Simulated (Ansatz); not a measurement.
The cluster Ga₂Se₄⁻, relaxed as a doublet with UKS PBE-D4/def2-SVPD in Ansatz, starting from the GFN2-xTB geometry. Force threshold 0.02 eV/Å.

The relaxation made no stability test and no search for a lower SCF solution. The structure comes from a short search, and lower isomers may exist.

Start:

| atom | x (Å) | y (Å) | z (Å) |
| --- | --- | --- | --- |
| Ga1 | -1.316 | 0.172 | 0.795 |
| Ga2 | 1.324 | -0.155 | -0.784 |
| Se3 | 0.192 | 1.900 | -0.071 |
| Se4 | 3.229 | -0.422 | -1.989 |
| Se5 | -3.252 | 0.385 | 1.957 |
| Se6 | -0.177 | -1.881 | 0.092 |

| step | energy (eV) | largest force component (eV/Å) | SCF passes |
| --- | --- | --- | --- |
| 1 | -366064.2023 | 0.566 | 25 |
| 2 | -366064.2494 | 0.123 | 28 |
| 3 | -366064.2541 | 0.022 | 28 |
| 4 | -366064.2541 | 0.002 | 19 |

Force components are those of the run's own axes.

End:

```xyz
6

Ga   -1.274    0.159    0.775
Ga    1.275   -0.158   -0.774
Se    0.184    1.861   -0.078
Se    3.206   -0.399   -1.953
Se   -3.211    0.399    1.945
Se   -0.181   -1.861    0.084
```

By distances, no bond broke or formed. The bond that changes most is Ga2–Se3, from 2.45 to 2.40 Å (atoms count from 1).

No frequencies were taken in this run, so the end may be a saddle point.

Run time 13 s (4 threads of Intel Xeon 6975P-C on a shared host), peak host memory 0.66 GiB.
